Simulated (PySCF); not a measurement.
C2H4N, SMILES [CH2]N=C, multiplicity 2.

The structure is a stationary point at PBE0-D3(BJ)/def2-TZVP. The isomer is the one that the SMILES or the coordinates give; other isomers of the formula were not compared.

These are TDA-M06-2X/def2-SVPD in PySCF values and carry that method's errors.

Vertical excitations. Gas-phase values at a fixed geometry.

Computed UV-visible absorptions:
```json
[
 {"state": "root 1", "energy (eV)": "3.24", "λ (nm)": "383", "f": "0.000", "main pairs": "β HOMO→LUMO 99 %"},
 {"state": "root 2", "energy (eV)": "4.16", "λ (nm)": "298", "f": "0.037", "main pairs": "α HOMO→LUMO 72 %, β HOMO−1→LUMO 26 %"},
 {"state": "root 3", "energy (eV)": "4.74", "λ (nm)": "261", "f": "0.001", "main pairs": "α HOMO−1→LUMO 87 %, β HOMO→LUMO+2 9 %"},
 {"state": "root 4", "energy (eV)": "5.66", "λ (nm)": "219", "f": "0.000", "main pairs": "α HOMO→LUMO+1 96 %"},
 {"state": "root 5", "energy (eV)": "5.97", "λ (nm)": "208", "f": "0.001", "main pairs": "α HOMO−1→LUMO 9 %, β HOMO→LUMO+2 59 %, β HOMO−2→LUMO 29 %"},
 {"state": "root 6", "energy (eV)": "6.44", "λ (nm)": "192", "f": "0.350", "main pairs": "α HOMO→LUMO 25 %, β HOMO−1→LUMO 66 %"},
 {"state": "root 7", "energy (eV)": "6.48", "λ (nm)": "191", "f": "0.023", "main pairs": "α HOMO→LUMO+2 95 %"},
 {"state": "root 8", "energy (eV)": "6.60", "λ (nm)": "188", "f": "0.000", "main pairs": "β HOMO−2→LUMO 65 %, β HOMO→LUMO+2 26 %"},
 {"state": "root 9", "energy (eV)": "7.37", "λ (nm)": "168", "f": "0.000", "main pairs": "α HOMO→LUMO+3 95 %"},
 {"state": "root 10", "energy (eV)": "7.58", "λ (nm)": "164", "f": "0.005", "main pairs": "β HOMO→LUMO+1 90 %"}
]
```
Unrestricted roots are not spin-pure.
